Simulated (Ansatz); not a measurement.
Abridged output of a molecular run in Ansatz:

```
Functional definition: HF
1691 factors; integrals over basis functions are off by at most 8.2e-4 eV
mean field evaluation 1: about -20133.1308 eV, gradient 5.0e1 eV
mean field evaluation 2: about -20133.4552 eV, gradient 5.1e1 eV
mean field evaluation 4: about -20137.9273 eV, gradient 3.8e0 eV
mean field evaluation 8: about -20137.9944 eV, gradient 2.4e-1 eV
mean field -20137.99476415 eV, -740.0576575594 hartree, gradient 3.5e-6 eV, S^2 0.000000; 0 other end points of the search recorded, 0 dependent functions left out
11 core orbitals not correlated: weight in the atoms' cores, before any rotation towards them, 1.000 or more for the frozen orbitals, at most 0.000 for the correlated occupied ones
reference -20137.99476415 eV, -740.0576575594 hartree; 21, 21 occupied and 238, 238 virtual orbitals, 1691 factors
second order -38.15042647 eV of doubles, -0.00000000 eV of singles
cycle   1  -37.73743677 eV  change    4.1e-1 eV  update   1.2e-1
cycle   2  -38.50547836 eV  change   -7.7e-1 eV  update   3.5e-2
cycle   3  -38.68595444 eV  change   -1.8e-1 eV  update   1.7e-2
cycle   4  -38.66222874 eV  change    2.4e-2 eV  update   3.9e-3
cycle   5  -38.65936318 eV  change    2.9e-3 eV  update   1.5e-3
cycle   6  -38.66096734 eV  change   -1.6e-3 eV  update   4.7e-4
cycle   7  -38.66083899 eV  change    1.3e-4 eV  update   1.5e-4
cycle   8  -38.66071527 eV  change    1.2e-4 eV  update   5.1e-5
cycle   9  -38.66073137 eV  change   -1.6e-5 eV  update   2.3e-5
perturbative correction -1.31732864 eV, -0.0484109345 hartree
Total energy: -20177.97282416 eV, -741.5268241666 hartree
```

Its atoms:

Z-matrix (Å, degrees):
```
Si
F 1 1.564
F 1 1.569 2 108.9
O 1 1.609 2 107.2 3 121.5
F 1 1.569 2 108.9 3 -117.0
C 4 1.364 1 130.1 2 179.9
C 6 1.322 4 126.1 1 0.2
H 6 1.084 4 111.0 1 -179.8
H 7 1.081 6 119.1 4 -180.0
H 7 1.084 6 123.1 4 0.0
```

Problem. Which basis set was used?
A. def2-SVPD
B. def2-TZVPPD
C. cc-pV(Q+d)Z
D. def2-TZVPP

Solution. D. It gives 270 functions.

Problem. Write the keys of the input that set method, charge and spin (a neutral closed shell needs none for the last two).

Solution. 
```yaml
correlation: {method: ccsd_t}
```
